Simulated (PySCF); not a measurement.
Q: Write Cartesian coordinates for InChI=1S/C6H14O3Si/c1-4-8-10(5-2)9-6(3)7/h10H,4-5H2,1-3H3/t10-/m0/s1 as optimised with PBE0-D3(BJ)/def2-SVP.

A: 
```
atom  x, y, z in Å
C1     2.917   -0.778    0.425
C2     2.006    0.219   -0.257
O3     0.917   -0.431   -0.885
Si4   -0.579   -0.752   -0.280
C5    -1.324   -2.134   -1.271
C6    -2.787   -2.424   -0.945
O7    -1.670    0.553   -0.544
C8    -1.488    1.723    0.074
C9    -2.597    2.696   -0.189
O10   -0.522    1.949    0.762
H11    3.267   -1.537   -0.290
H12    3.796   -0.271    0.851
H13    2.394   -1.294    1.246
H14    1.638    0.974    0.457
H15    2.556    0.757   -1.047
H16   -0.553   -0.996    1.190
H17   -0.698   -3.030   -1.116
H18   -1.202   -1.866   -2.335
H19   -3.414   -1.536   -1.117
H20   -3.188   -3.241   -1.564
H21   -2.920   -2.718    0.109
H22   -2.421    3.626    0.361
H23   -2.656    2.899   -1.268
H24   -3.559    2.251    0.107
```

Orientation and origin are arbitrary. Atoms count from 1 in this order. Of the pairs four or more bonds apart, O10···H14 is among the closest relative to their van der Waals radii: 2.39 Å, 88 % of the sum of Bondi's values. The C–C distances run from 1.499 Å (C8–C9, drawn single) to 1.526 Å (C5–C6, drawn single), a spread of 0.027 Å. The 2 O–Si bonds span 1.645 Å (O3–Si4, drawn single) to 1.722 Å (Si4–O7, drawn single), a spread of 0.077 Å. O3 (silyl ether oxygen) is bent (angle 128.7°).

Bonds between heavy atoms (Å): C1–C2 1.513, C2–O3 1.416, O3–Si4 1.645, Si4–C5 1.857, C5–C6 1.526, Si4–O7 1.722, O7–C8 1.335, C8–C9 1.499, C8=O10 1.207.

Theory: PBE0-D3(BJ)/def2-SVP geometry optimisation, gas phase (PySCF 2.14.0).

Point group: C1 (no symmetry element, even within 0.4 Å). PBE0-D3(BJ)/def2-SVP frequencies: not computed here. One conformer, not necessarily the lowest (C1–C2–O3–Si4 92°, C2–O3–Si4–C5 -159°, O3–Si4–C5–C6 -172°, O3–Si4–O7–C8 -67°, Si4–O7–C8–C9 -175°).
